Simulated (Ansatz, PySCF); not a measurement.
Gas-phase reaction in SMILES: C[SiH2]B(O)O -> C[SiH2][B]O + [OH] (HO) (the B-O bond at the site shown breaks; other sites are not compared here)
Structures are relaxed separately at B3LYP-D3(BJ)/def2-TZVP in Ansatz (a first-principles code), one conformer each, not searched for the lowest. Frequencies are from Ansatz or PySCF.

Quantity: bond dissociation energy (enthalpy at 298 K, with B3LYP-D3(BJ) rigid-rotor harmonic-oscillator terms), in kcal/mol. Cores are frozen in the correlated levels unless marked. Open shells are spin-unrestricted. No spin-orbit coupling. No relativistic terms. CBS marks a two-point X^-3 extrapolation of the correlation energy; Hartree-Fock from the larger set.

CCSD(T)/CBS(cc-pV(T+d)Z,cc-pV(Q+d)Z) (Ansatz) gives 145.1 kcal/mol.

Problem. Another calculation gave 136.3 kcal/mol. Which level was it?
A) BLYP/def2-TZVPD (Ansatz)
B) PBE-QIDH/def2-TZVPD (Ansatz)
C) PBE0/def2-TZVPD (Ansatz)
D) SVWN5/def2-TZVPD (Ansatz)

Solution. A, BLYP/def2-TZVPD (Ansatz). The others give 142.6 (PBE-QIDH), 139.1 (PBE0), 164.0 (SVWN5) kcal/mol.
